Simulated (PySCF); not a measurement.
## Chromium: a sound run and one with changed settings

Sound run: Cr+ [Ar] 3d5, Cr(2+) [Ar] 3d4. All numbers are calculated (PySCF 2.14, the non-relativistic Hamiltonian (point nucleus), in def2-TZVP). In the sound run the correlated levels freeze [Ar]. The sound run starts from symmetry-adapted Hartree-Fock orbitals and uses a fine grid where one is needed.

Changed run: all electrons correlated in a basis built for the valence shell.

```json
{"species": "Cr+", "method": "MP2", "sound run (hartree)": "-1043.17893", "changed run (hartree)": "-1043.43930", "converged": "yes"}
{"species": "Cr(2+)", "method": "MP2", "sound run (hartree)": "-1042.59050", "changed run (hartree)": "-1042.82927", "converged": "yes"}
```

Ionisation energy of Cr+:

```
 method  sound run (eV)  changed run (eV)
    UHF          15.171            15.171
    MP2          16.012            16.600
SCS-MP2          15.451            15.997
```

A valence basis has no tight correlating functions, so it recovers only part of the core correlation, and not evenly between atom and ion.

For comparison, NIST gives 16.486 eV between the lowest levels.
